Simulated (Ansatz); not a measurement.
System: C$_{3}$H$_{9}$Ga, charge 0, multiplicity 1. 
Geometry from a B3LYP-D3(BJ)/def2-TZVP (Ansatz, a quantum-chemistry and plane-wave program) optimisation:
SMILES: [CH3][Ga]([CH3])[CH3]
```xyz
13

C      1.9313    -0.4514    -0.1479
Ga     0.0000    -0.0001     0.0001
C     -0.5550     1.8431     0.5000
C     -1.3764    -1.3916    -0.3524
H      2.4129     0.1962    -0.8852
H      2.1001    -1.4891    -0.4355
H      2.4325    -0.2700     0.8066
H     -1.1635     1.8187     1.4078
H      0.2931     2.5065     0.6695
H     -1.1798     2.2730    -0.2873
H     -1.2349    -2.2392     0.3232
H     -2.3932    -1.0182    -0.2314
H     -1.2673    -1.7773    -1.3695
```

Basis-set convergence of Hartree-Fock and MP2 correlation energies (hartree) with Ansatz. Cores are frozen in the correlated levels unless marked. Spin-orbit coupling is left out. The frozen core is the preceding noble-gas configuration, with the filled d and f shells of earlier blocks. Non-relativistic.

```csv
basis,functions,E(HF),"E(corr, MP2)"
cc-pVDZ,114,-2042.06298,-0.50865
cc-pVTZ,259,-2042.17451,-0.62263
cc-pVQZ,503,-2042.18558,-0.66080
```

Extrapolating the two largest sets (X = 3 and 4) as X^-3: E(corr) = (64·(-0.66080) - 27·(-0.62263))/37 = -0.6887 Eh, an estimate of the basis-set limit. The largest set recovers 96.0 % of it, the smallest 73.9 %.
